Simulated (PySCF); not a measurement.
C2H5F5SSi2.
Numbering: `[F:1][C:2]([F:3])([F:4])[C:5]([F:6])([F:7])[SiH2:8][S:9][SiH3:10]` (hydrogens: H11, H12 on Si8; H13, H14, H15 on Si10)

Geometry (PBE0-D3(BJ)/def2-SVP, Å), atoms numbered from 1 in this order:
```
atom  x, y, z in Å
F1    -3.0567    0.4997    0.9384
C2    -2.4104   -0.1416   -0.0319
F3    -3.0628   -1.2581   -0.3127
F4    -2.4021    0.6332   -1.1150
C5    -0.9717   -0.4225    0.4142
F6    -1.0375   -1.2367    1.4897
F7    -0.3729   -1.1114   -0.5953
Si8    0.1038    1.1435    0.8300
S9     2.0186    0.4712    1.4610
Si10   2.7477   -0.4629   -0.3547
H11    0.1538    1.9843   -0.3970
H12   -0.5249    1.8528    1.9733
H13    2.4363   -1.9177   -0.3693
H14    4.2239   -0.2648   -0.3406
H15    2.1446    0.2141   -1.5383
```

All values: PBE0/pcSseg-1 (PySCF, non-relativistic), on one gas-phase PBE0-D3(BJ)/def2-SVP geometry that isn't relaxed in the solvent. The solvent is an IEF-PCM continuum (Bondi radii, 1.10 Å for H, scaled by 1.2). The model holds no explicit solvent molecules, cavitation or dispersion.

| run | E − E(gas) (kcal/mol) | HOMO (eV) | HOMO–LUMO gap (eV) | dipole (D) |
| --- | --- | --- | --- | --- |
| gas | 0.00 | -7.92 | 7.30 | 1.67 |
| P | -1.74 | -7.83 | 7.39 | 1.99 |
| Q | -2.34 | -7.83 | 7.42 | 2.12 |

The runs were made in acetone and chloroform. Which run belongs to which solvent?

P = chloroform, Q = acetone. The dielectric constants are 4.711 (chloroform), 20.49 (acetone), and the energy falls further as ε rises. In this model the ground state sees the solvent through ε alone.

How constant is the ratio of the lowering to (ε − 1)/(2ε + 1)?

```
   solvent  (ε − 1)/(2ε + 1)  E − E(gas) (kcal/mol)  ratio (kcal/mol)  polarisation term (kcal/mol)
chloroform             0.356                  -1.74              -4.9                         -1.90
   acetone             0.464                  -2.34              -5.0                         -2.65
```

The ratio changes by +3.1 % in size from chloroform to acetone. The polarisation term is half the interaction of the solute with the induced surface charges.

The run took 82 s wall on an Arm Neoverse N1 with one thread, shared host with 64 logical CPUs at a one-minute load of 60, and the process peaked at 1.2 GiB of memory. This is the whole shielding run at PBE0/pcSseg-1 in acetone, SCF included.
